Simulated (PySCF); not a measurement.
Species: C6H7NOS.
Numbering: `[CH2:1]=[CH:2][CH2:3][O:4][c:5]1[cH:6][cH:7][n:8][s:9]1`

Cartesian coordinates in Å at the GFN2-xTB level; atoms count from 1:
```xyz
16
C6H7NOS angstrom
C     -2.9303   -0.7278    0.0608
C     -1.6430   -0.4422    0.0834
C     -1.0959    0.9487    0.2147
O     -0.1104    1.0489    1.2364
C      1.0917    0.5081    0.9948
C      1.6560   -0.0426   -0.1276
C      2.9736   -0.4476    0.1575
N      3.4023   -0.2416    1.3707
S      2.2451    0.4631    2.2909
H     -3.2839   -1.7387   -0.0443
H     -3.6835    0.0393    0.1349
H     -0.8988   -1.2244    0.0154
H     -0.6716    1.2839   -0.7430
H     -1.8812    1.6456    0.5156
H      1.1834   -0.1542   -1.0852
H      3.6390   -0.9096   -0.5516
```

NICS is the negative of the GIAO shielding at a point without a nucleus: at the ring centre (0) and 1 Å above and below it (1); zz is the component along the ring normal. Level: GIAO PBE0/pcSseg-1 (PySCF, non-relativistic, gas phase) on the GFN2-xTB geometry, one conformer.

Ring bond lengths (Å), with Mayer bond orders in brackets: C5–C6 1.372 (1.48), C6–C7 1.408 (1.24), C7–N8 1.303 (1.61), N8–S9 1.638 (1.14), S9–C5 1.736 (1.16).

Question: What do the NICS probes read (ppm)?

Answer: 
```tsv
ring	type	NICS(0)	NICS(1), two faces	NICS(1)zz, two faces	rms pucker (Å)	centre to ring atoms, mean (Å)
C5–C6–C7–N8–S9	5-membered ring with N and S; formal bonds all aromatic	-11.7	-10.1 / -10.2	-24.0 / -24.3	0.00	1.26
```

Question: What do they say, and how far can they be read as aromaticity?

Answer: 
- C5–C6–C7–N8–S9: mean NICS(1)zz -24.1 ppm, shielded. The ring is flat and has no four-coordinate atom; by the NICS criterion it is aromatic.

The run took 23 s (with the writing of density and orbital grids) on an AMD EPYC 9R45 with one thread, no GPU, shared host with 96 logical CPUs at a one-minute load of 42, and the process peaked at 0.95 GiB of memory. This is the whole shielding run at PBE0/pcSseg-1, SCF included.
